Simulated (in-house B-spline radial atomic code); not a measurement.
Inner levels of holmium as electrons are removed. A shift is the extra binding of the orbital against the neutral atom ([Xe] 4f11 6s2). Computed with a radial B-spline atomic code at the basis-set limit: non-relativistic Hartree-Fock, average of the configuration, point nuclei.

This level leaves out relativity, spin-orbit splitting included, which matters for heavy ions.

| ion | configuration | shift of 1s (eV) | shift of 2p (eV) | shift of 2s (eV) | radius of 1s (bohr) | radius of 2p (bohr) | radius of 2s (bohr) | Σ<r²> (bohr²) | change of density at nucleus (bohr⁻³) |
| --- | --- | --- | --- | --- | --- | --- | --- | --- | --- |
| Ho46+ | [Ar] 3d3 | 2761 | 2692.55 | 2670.63 | 0.022628 | 0.080689 | 0.095184 | 0.65293 | -143.8 |
| Ho47+ | [Ar] 3d2 | 2916.15 | 2841.57 | 2817.31 | 0.022628 | 0.080595 | 0.095085 | 0.60357 | -35.969 |
| Ho48+ | [Ar] 3d1 | ? | ? | ? | ? | ? | ? | ? | ? |
| Ho49+ | [Ne] 3s2 3p6 | ? | ? | ? | ? | ? | ? | ? | ? |
| Ho50+ | [Ne] 3s2 3p5 | 3393.22 | 3285.78 | 3253.38 | 0.022625 | 0.080388 | 0.094776 | 0.45171 | 307.14 |
| Ho51+ | [Ne] 3s2 3p4 | 3554.8 | 3427.3 | 3391.7 | 0.022623 | 0.080302 | 0.094672 | 0.39516 | 429.81 |
| Ho52+ | [Ne] 3s2 3p3 | 3718.13 | 3570.15 | 3531.26 | 0.02262 | 0.080215 | 0.094565 | 0.33976 | 554.29 |
| Ho53+ | [Ne] 3s2 3p2 | ? | ? | ? | ? | ? | ? | ? | ? |
| Ho54+ | [Ne] 3s2 3p1 | 4050.05 | 3859.78 | 3814.06 | 0.022614 | 0.080036 | 0.094348 | 0.23234 | 808.76 |
| Ho55+ | [Ne] 3s2 | 4218.64 | 4006.57 | 3957.3 | 0.022611 | 0.079944 | 0.094236 | 0.18025 | 938.74 |
| Ho56+ | [Ne] 3s1 | 4375.32 | 4146.39 | 4090.06 | 0.022611 | 0.07987 | 0.094235 | 0.12374 | -1792.31 |
| Ho57+ | [He] 2s2 2p6 | 4533.39 | 4287.27 | 4223.78 | 0.022609 | 0.079794 | 0.094177 | 0.068178 | -4581.53 |
| Ho58+ | [He] 2s2 2p5 | 4924.2 | 4580.8 | 4473.55 | 0.022596 | 0.079281 | 0.093744 | 0.05978 | -4236.71 |

(1) Fill in the row of Ho48+.

(2) Fill in the row of Ho49+.

(3) Fill in the row of Ho53+.

Results:

(1) shift of 1s (eV): 3073.62; shift of 2p (eV): 2992.59; shift of 2s (eV): 2965.87; radius of 1s (bohr): 0.022628; radius of 2p (bohr): 0.080499; radius of 2s (bohr): 0.094984; Σ<r²> (bohr²): 0.55577; change of density at nucleus (bohr⁻³): 74.063.

(2) shift of 1s (eV): 3233.41; shift of 2p (eV): 3145.59; shift of 2s (eV): 3116.29; radius of 1s (bohr): 0.022628; radius of 2p (bohr): 0.0804; radius of 2s (bohr): 0.09488; Σ<r²> (bohr²): 0.50946; change of density at nucleus (bohr⁻³): 186.29.

(3) shift of 1s (eV): 3883.21; shift of 2p (eV): 3714.31; shift of 2s (eV): 3672.05; radius of 1s (bohr): 0.022617; radius of 2p (bohr): 0.080126; radius of 2s (bohr): 0.094457; Σ<r²> (bohr²): 0.2855; change of density at nucleus (bohr⁻³): 680.61.
